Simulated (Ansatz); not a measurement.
Spectroscopic constants of OF-, closed-shell singlet (lowest of 2S+1 = 1, 3, 5 at CCSD(T)/def2-TZVPP on PBE0 minima; our sources give no spin for the ground state, which may be another).

The constants come from a fifth-degree fit in 1/R (seven points, main isotopes). Runs in def2 and cc sets follow the lowest solution found near the PBE0 minimum. The singlet is held restricted. HF and MP2 rows in def2 and cc sets belong to the determinant that coupled cluster picked by its CCSD energy.

Frozen-core correlation. CBS: X⁻³ extrapolation of the correlation energy, Hartree–Fock from the larger set.

Programs: Ansatz (a first-principles code). Values without a source in brackets are computed.

```tsv
level	r_e (Å)	ω_e (cm⁻¹)	ω_e x_e (cm⁻¹)
B97M-V/def2-TZVPP	1.520	789	7.5
B3LYP/def2-TZVPP	1.522	793	6.9
MP2/aug-cc-pVTZ	1.479	929	5.7
MP2/CBS(aug-cc-pVQZ, aug-cc-pV5Z)	1.473	[?]	5.4
SCS-MP2/def2-TZVPP	1.493	903	5.5
SCS-MP2/aug-cc-pVQZ	1.485	901	5.4
CCSD/def2-QZVPP	1.498	834	6.6
CCSD(T)/CBS(aug-cc-pVQZ, aug-cc-pV5Z)	[?]	[?]	6.6
```

What belongs in the gaps?


- CCSD(T)/CBS(aug-cc-pVQZ, aug-cc-pV5Z), r_e (Å): 1.513
- CCSD(T)/CBS(aug-cc-pVQZ, aug-cc-pV5Z), ω_e (cm⁻¹): 790
- MP2/CBS(aug-cc-pVQZ, aug-cc-pV5Z), ω_e (cm⁻¹): 930
